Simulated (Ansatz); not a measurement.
A nudged elastic band was laid between two geometries of a periodic cell of 17 atoms, Be₁₆C (host Be, host structure hcp, interstitial C).

Theory: Ansatz 0.2.0, DFT PBE, scalar-relativistic, plane waves, PAW. Settings: cutoff 420 eV, k mesh 4x4x3, gaussian smearing 0.1 eV, no spin polarisation.

```json
{
  "movable images": "5",
  "climbing image": "yes",
  "spring": "5.0 eV/Å²",
  "optimiser": "fire",
  "start path": "straight line",
  "force threshold": "0.03 eV/Å",
  "iteration limit": "29",
  "end points": "relaxed"
}
```

Image 0:

```xyz
17
Lattice="-2.2900 -3.9664 0.0000 3.4350 -1.9832 0.0000 0.0000 0.0000 7.1769" Properties=species:S:1:pos:R:3
Be 0.009 -3.970 0.043
Be 0.036 -2.639 1.746
Be 0.006 -3.971 3.460
Be 0.016 -2.544 5.441
Be -1.160 -1.948 0.044
Be 2.309 -2.654 1.754
Be -1.069 -1.925 3.534
Be 2.174 -2.575 5.444
Be 1.127 -1.971 0.043
Be 1.159 -0.694 1.746
Be 1.263 -2.050 3.533
Be 1.067 -0.720 5.439
Be -0.036 -0.003 0.044
Be 1.140 -4.623 1.742
Be -0.008 -0.093 3.536
Be 1.158 -4.635 5.486
C -1.126 -3.312 4.482
```

Image 6:

```xyz
17
Lattice="-2.2900 -3.9664 0.0000 3.4350 -1.9832 0.0000 0.0000 0.0000 7.1769" Properties=species:S:1:pos:R:3
Be -0.008 -3.961 0.111
Be 0.036 -2.641 1.839
Be 0.006 -3.971 3.539
Be 0.010 -2.550 5.328
Be -1.068 -1.926 0.055
Be 2.308 -2.656 1.836
Be -1.160 -1.951 3.541
Be 2.172 -2.578 5.324
Be 1.261 -2.052 0.059
Be 1.159 -0.696 1.839
Be 1.126 -1.974 3.547
Be 1.069 -0.722 5.326
Be -0.015 -0.098 0.057
Be 1.136 -4.624 1.839
Be -0.037 -0.005 3.541
Be 1.144 -4.626 5.262
C -1.154 -3.305 6.277
```

Q: Which bonds break or form, and what moves?

A: Contacts lost: Be3–C17, Be7–C17, Be15–C17. Contacts made: Be1–C17, Be5–C17, Be13–C17. The atom that moves furthest is C17, by 1.80 Å.

Q: Give the energies along the band, and the barrier.

A: It did not converge within its limit. The highest image is number 3 of 0 to 6, 1.56 eV above the ends, which have the same energy within 2 meV. The band didn't meet its force threshold, so its energies are provisional: the largest band force was still 0.10 eV/Å, and over the last iterations the top stayed at 1.56 eV. Limits of this set-up: coarse k mesh.

| image | path coordinate (Å) | energy (eV) | Be3–C17 (Å) | Be7–C17 (Å) | Be15–C17 (Å) |
| --- | --- | --- | --- | --- | --- |
| 0 | 0.00 | 0.00 | 1.66 | 1.68 | 1.68 |
| 1 | 0.38 | 0.25 | 1.70 | 1.72 | 1.72 |
| 2 | 0.77 | 1.04 | 1.89 | 1.91 | 1.91 |
| 3 | 1.13 | 1.56 | 2.20 | 2.21 | 2.21 |
| 4 | 1.50 | 1.05 | 2.54 | 2.53 | 2.53 |
| 5 | 1.88 | 0.26 | 2.85 | 2.84 | 2.84 |
| 6 | 2.26 | 0.00 | 3.05 | 3.05 | 3.05 |

Time of the run: 18 min on 1 thread of Arm Neoverse V1, with other jobs on the host, peak memory 0.61 GiB.
